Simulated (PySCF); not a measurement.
## Cost of excited-state runs on `InChI=1S/C6H12F2/c1-2-3-6(4-7)5-8/h6H,2-5H2,1H3`

Cartesian coordinates in Å; atom numbers follow the order of the lines, from 1:
```xyz
20

C     2.818    0.113   -0.299
C     1.443    0.645    0.090
C     0.376   -0.440   -0.047
C    -1.012   -0.010    0.439
C    -1.930   -1.225    0.588
F    -1.994   -1.928   -0.591
C    -1.658    0.996   -0.513
F    -2.795    1.519    0.060
H     2.807   -0.254   -1.323
H     3.110   -0.706    0.354
H     3.567    0.897   -0.222
H     1.199    1.495   -0.548
H     1.469    1.000    1.123
H     0.689   -1.309    0.537
H     0.305   -0.756   -1.090
H    -0.931    0.457    1.426
H    -1.554   -1.918    1.347
H    -2.953   -0.921    0.831
H    -0.999    1.843   -0.718
H    -1.962    0.515   -1.448
```

PySCF with density fitting, on 1 thread of an Arm Neoverse V1, shared host. Command: `OMP_NUM_THREADS=1 python excited_run.py task.json out`

**Question.** How long does this run take, and how much memory?
- magnetisability and related constants, PBE0/pcSseg-1; isotopologues

**Answer.** 
```csv
run,level,basis functions,wall time,peak memory (GiB)
magnetisability and related constants,PBE0/pcSseg-1,196,36 s,0.86
```
Times from a shared host are rough.
